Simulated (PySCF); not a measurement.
A geometry optimisation on `[Cu][Cu]`.

Computed with B3LYP/def2-TZVP geometry optimisation, gas phase (PySCF 2.14.0). Start geometry: GFN2-xTB. A driver script takes a list of jobs; this job's settings line and coordinates (Å) are shown.

Input:
```
{"job": {"xc": "B3LYP", "basis": "def2-TZVP", "grid": 1, "kind": "geom"}, "charge": 0, "multiplicity": 1}
Cu     1.114160    -0.002805    -0.002945
Cu    -1.111403     0.004074    -0.011203
```

Problem. Give the output.

Solution. 
```
step   0  E = -3281.14995692  max force = 0.010064
step   1  E = -3281.15054522  max force = 0.001709
step   2  E = -3281.15055974  max force = 0.000993
step   3  E = -3281.15056844  max force = 0.000026
optimisation converged
```

Energies in Eh; «max force» is the largest Cartesian gradient component in Eh/bohr.

Problem. Give the first gradient maximum in eV/Å.

Solution. With 1 Eh/bohr = 51.422 eV/Å, 0.518 eV/Å.

In short: final energy -3281.15057 Eh after 3 steps; dipole 0.00 D.

Problem. Give the final coordinates.

Solution. 0.032 Å rms from the input after alignment:
```
atom  x, y, z in Å
Cu1    1.1372   -0.0026   -0.0049
Cu2   -1.1530    0.0017   -0.0102
```

Hardware: one thread of an Arm Neoverse V1, no GPU, shared host with 32 logical CPUs at a one-minute load of 20. Cost: 8.0 s, 0.46 GiB resident at most.
Labels such as C1 count atoms from 1, the log's own numbers from 0.
